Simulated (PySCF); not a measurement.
PySCF 2.14 output of an unrestricted CAM-B3LYP calculation on a single atom or ion in aug-cc-pVDZ, with the non-relativistic Hamiltonian (point nucleus):

```
SCF conv_tol = 1e-09
number electrons alpha = 15  beta = 9
    T. Yanai, D. P. Tew, and N. C. Handy.,  Chem. Phys. Lett. 393, 51 (2004)
cycle= 1 E= -1150.78122129376  delta_E= -0.00362  |g|= 0.038  |ddm|= 0.501
cycle= 2 E= -1150.78145198548  delta_E= -0.000231  |g|= 0.0298  |ddm|= 0.296
cycle= 3 E= -1150.78172905598  delta_E= -0.000277  |g|= 0.00154  |ddm|= 0.129
cycle= 4 E= -1150.78173154504  delta_E= -2.49e-06  |g|= 6.16e-05  |ddm|= 0.00994
cycle= 5 E= -1150.78173155275  delta_E= -7.71e-09  |g|= 2.1e-06  |ddm|= 0.0012
cycle= 6 E= -1150.78173155276  delta_E= -6.82e-12  |g|= 1.53e-07  |ddm|= 2.68e-05
converged SCF energy = -1150.78173155276  <S^2> = 12.000334  2S+1 = 7.0000955
```

The run itself started from symmetry-adapted Hartree-Fock orbitals and held the occupation by maximum overlap, on a logarithmic radial grid, so the iterations belong to that start.

Problem. Which element, charge and spin multiplicity is this?

Solution. Mn⁺ (manganese, charge +1), multiplicity 7; the state was [Ar] 3d5 4s1, high-spin 7S determinant.
